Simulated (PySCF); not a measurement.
PySCF input file for CH4OSe2, SMILES CO[Se][SeH], PBE-D3(BJ)/def2-SVP. Geometry optimised at PBE-D3(BJ)/def2-SVP. The structure was generated by enumeration, and PubChem lists no compound with its InChIKey, so it may never have been made. One conformer was computed; it need not be the lowest.

```python
import numpy as np
from pyscf import gto, scf, dft, df
from pyscf.hessian import thermo

mol = gto.M(
    atom='''
    Se    0.50195352   -0.19297671    0.83658748
    O     1.71378640   -0.73406454   -0.43981853
    C     1.30227028   -1.84100402   -1.22737748
    H     0.42721270   -1.58813789   -1.87052895
    H     2.15971479   -2.08595978   -1.88797997
    H     1.04691181   -2.73597783   -0.61533031
    Se   -1.18091015    0.88773596   -0.37069401
    H    -2.07322697   -0.29319829   -0.58372540
    ''',
    basis='def2-SVP',
    charge=0,
    spin=0,
    max_memory=1600,
    verbose=3,
)
mf = dft.RKS(mol, xc='pbe').density_fit(auxbasis='def2-universal-jkfit')
mf.disp = 'd3bj'
mf.grids.level = 3
mf.conv_tol = 1e-11
mf.max_cycle = 100
mf.kernel()

# [left out here: the lines that compute and print the analytic Hessian (its translational invariance restored by hand, since the grid's response is missing), thermochemistry and intensities]
```

Log of the run:

```
converged SCF energy = -4917.30820960903

WARN: DFTD3 does not support analytical Hessian, using finite difference


WARN: Mole.unit (angstrom) is changed to Bohr

Mode                                 0                   1                   2
Irrep
Freq [cm^-1]                       82.7784            146.8500            223.6038
Reduced mass [au]                   3.7748              1.4761              2.3029
Force const [Dyne/A]                0.0152              0.0188              0.0678
Char temp [K]                     119.0997            211.2845            321.7161
Normal mode                   x     y     z       x     y     z       x     y     z
       0  Se                 0.01  0.02  0.04    0.01  0.01 -0.02   -0.01 -0.01  0.00
       1   O                -0.02 -0.01  0.02    0.06 -0.08  0.07   -0.07  0.12 -0.09
       2   C                -0.13  0.11 -0.08    0.02  0.00 -0.03   -0.03  0.00  0.04
       3   H                -0.11  0.27 -0.05    0.31  0.23 -0.33    0.15 -0.02 -0.21
       4   H                -0.17  0.09 -0.11    0.18 -0.27  0.28    0.10 -0.26  0.30
       5   H                -0.23  0.07 -0.17   -0.45  0.10 -0.07   -0.29  0.17  0.18
       6  Se                 0.02 -0.04 -0.03   -0.02  0.01  0.01    0.03 -0.02  0.01
       7   H                 0.02 -0.05  0.03   -0.01 -0.01  0.02    0.08 -0.03 -0.13
Mode                                 3                   4                   5
Irrep
Freq [cm^-1]                      274.1921            297.7051            359.8735
Reduced mass [au]                  24.7884              2.1146              1.3644
Force const [Dyne/A]                1.0980              0.1104              0.1041
Char temp [K]                     394.5014            428.3314            517.7779
Normal mode                   x     y     z       x     y     z       x     y     z
       0  Se                -0.06  0.04 -0.04    0.00  0.01  0.04    0.00  0.02  0.02
       1   O                 0.00 -0.04  0.02   -0.09 -0.03 -0.05   -0.04 -0.05 -0.03
       2   C                 0.02 -0.01 -0.03    0.08 -0.05 -0.10    0.03 -0.05 -0.07
       3   H                 0.01 -0.01 -0.01    0.16 -0.11 -0.23    0.05 -0.09 -0.11
       4   H                 0.03  0.06 -0.05    0.20  0.02  0.03    0.08  0.03 -0.05
       5   H                 0.07 -0.06 -0.08    0.07 -0.08 -0.15    0.07 -0.10 -0.12
       6  Se                 0.05 -0.03  0.04    0.00  0.00 -0.01   -0.01  0.00  0.00
       7   H                -0.03  0.01  0.05   -0.24  0.10  0.45    0.40 -0.18 -0.68
Mode                                 6                   7                   8
Irrep
Freq [cm^-1]                      552.1918            696.2768           1028.8206
Reduced mass [au]                   7.9045              1.0278              7.4031
Force const [Dyne/A]                1.4201              0.2936              4.6168
Char temp [K]                     794.4810           1001.7873           1480.2438
Normal mode                   x     y     z       x     y     z       x     y     z
       0  Se                -0.03  0.01  0.03   -0.01 -0.00 -0.00    0.00  0.00 -0.00
       1   O                 0.17 -0.01 -0.13    0.00  0.00 -0.00    0.02  0.13  0.11
       2   C                -0.01 -0.04 -0.03   -0.00  0.00  0.00   -0.03 -0.15 -0.12
       3   H                -0.04 -0.01  0.02   -0.00 -0.01 -0.00   -0.07 -0.02  0.01
       4   H                -0.10 -0.21 -0.10   -0.00 -0.00  0.00   -0.06 -0.17 -0.13
       5   H                -0.05  0.03  0.05    0.01  0.00  0.01   -0.08 -0.06 -0.03
       6  Se                -0.00  0.00 -0.00    0.00  0.01 -0.00    0.00 -0.00  0.00
       7   H                -0.04  0.02  0.04    0.66 -0.54  0.50   -0.00  0.00  0.00
Mode                                 9                  10                  11
Irrep
Freq [cm^-1]                     1122.6958           1134.7746           1387.6203
Reduced mass [au]                   1.3042              1.3944              1.1103
Force const [Dyne/A]                0.9686              1.0579              1.2596
Char temp [K]                    1615.3093           1632.6880           1996.4766
Normal mode                   x     y     z       x     y     z       x     y     z
       0  Se                -0.00  0.00  0.00    0.00  0.00  0.00   -0.00  0.00  0.00
       1   O                -0.04  0.02 -0.04   -0.06 -0.04  0.02    0.00 -0.02 -0.01
       2   C                 0.08 -0.06  0.08    0.11  0.05 -0.06    0.01 -0.07 -0.04
       3   H                 0.12  0.57  0.26   -0.15  0.01  0.27   -0.09  0.18  0.18
       4   H                -0.16  0.02 -0.27   -0.19 -0.49 -0.25    0.26  0.60  0.05
       5   H                -0.31 -0.22 -0.31   -0.08  0.37  0.33   -0.28  0.35  0.43
       6  Se                 0.00  0.00  0.00    0.00 -0.00  0.00    0.00 -0.00  0.00
       7   H                 0.01 -0.01  0.00    0.01 -0.00 -0.01    0.01 -0.00  0.00
Mode                                12                  13                  14
Irrep
Freq [cm^-1]                     1394.2839           1424.6360           2280.9362
Reduced mass [au]                   1.0554              1.0511              1.0211
Force const [Dyne/A]                1.2088              1.2569              3.1300
Char temp [K]                    2006.0640           2049.7340           3281.7594
Normal mode                   x     y     z       x     y     z       x     y     z
       0  Se                -0.00  0.00  0.00    0.00 -0.00 -0.00   -0.00  0.00 -0.00
       1   O                -0.00 -0.00 -0.01    0.01  0.01 -0.00    0.00  0.00  0.00
       2   C                -0.02  0.00 -0.06    0.05  0.04 -0.00   -0.00 -0.00 -0.00
       3   H                -0.23  0.40  0.43   -0.36 -0.50  0.31   -0.00  0.00 -0.00
       4   H                 0.34 -0.25  0.51    0.15  0.04  0.16    0.00 -0.00  0.00
       5   H                 0.31 -0.12 -0.07   -0.53 -0.08 -0.37    0.00 -0.00 -0.00
       6  Se                 0.00 -0.00  0.00   -0.00  0.00 -0.00   -0.01 -0.01 -0.00
       7   H                 0.00 -0.00 -0.00   -0.00 -0.00  0.00    0.57  0.80  0.13
Mode                                15                  16                  17
Irrep
Freq [cm^-1]                     2914.0860           2992.1611           3045.5039
Reduced mass [au]                   1.0331              1.1062              1.1025
Force const [Dyne/A]                5.1690              5.8349              6.0248
Char temp [K]                    4192.7209           4305.0536           4381.8021
Normal mode                   x     y     z       x     y     z       x     y     z
       0  Se                -0.00  0.00  0.00   -0.00 -0.00  0.00    0.00 -0.00 -0.00
       1   O                -0.00 -0.00 -0.00    0.00 -0.00  0.00    0.00  0.00  0.00
       2   C                -0.03 -0.03 -0.02   -0.04  0.06 -0.06   -0.07 -0.00  0.05
       3   H                 0.53 -0.17  0.39    0.51 -0.15  0.36    0.14 -0.05  0.12
       4   H                -0.29  0.08  0.21    0.07 -0.01 -0.07    0.69 -0.19 -0.52
       5   H                 0.13  0.48 -0.34   -0.16 -0.54  0.39    0.05  0.24 -0.17
       6  Se                 0.00 -0.00  0.00    0.00 -0.00 -0.00    0.00 -0.00  0.00
       7   H                 0.00  0.00 -0.00    0.00  0.00 -0.00   -0.00 -0.00 -0.00
temperature 298.1500 [K]
pressure 101325.00 [Pa]
Rotational constants [GHz] 4.67697 1.51958 1.20563
Symmetry number 1
Zero-point energy (ZPE) 0.04866 [Eh]   127755.130 [J/mol]
                           tot       elec      trans        rot        vib
Entropy [J/mol/K]       348.681      0.000    174.184    117.232     57.265
Cv [J/mol/K]             82.586      0.000     12.472     12.472     57.643
Cp [J/mol/K]             90.901      0.000     20.786     12.472     57.643
Internal energy [J/mol]                      3718.434   3718.434 137130.288
Internal energy [Eh]   -4917.25315  -4917.30821
Enthalpy [J/mol]                             6197.391   3718.434 137130.288
Enthalpy [Eh]          -4917.25220
Gibbs free energy [J/mol]                  -45735.577 -31234.315 120056.822
Gibbs free energy [Eh] -4917.29180
mode   freq/cm-1   IR/(km/mol)
   1       82.78         1.627
   2      146.85         0.876
   3      223.60         4.402
   4      274.19         8.465
   5      297.71         2.259
   6      359.87         4.627
   7      552.19        54.803
   8      696.28         7.814
   9     1028.82        86.719
  10     1122.70         1.648
  11     1134.77         7.738
  12     1387.62         6.388
  13     1394.28        11.655
  14     1424.64        15.761
  15     2280.94        26.709
  16     2914.09        58.795
  17     2992.16        34.212
  18     3045.50        11.503
max |gradient| / (hartree/bohr): 4.282758234967733e-05
APT charges: [ 0.4329 -0.6277  0.3931 -0.0209 -0.0108 -0.037  -0.0749 -0.0546]
```

The run converged.
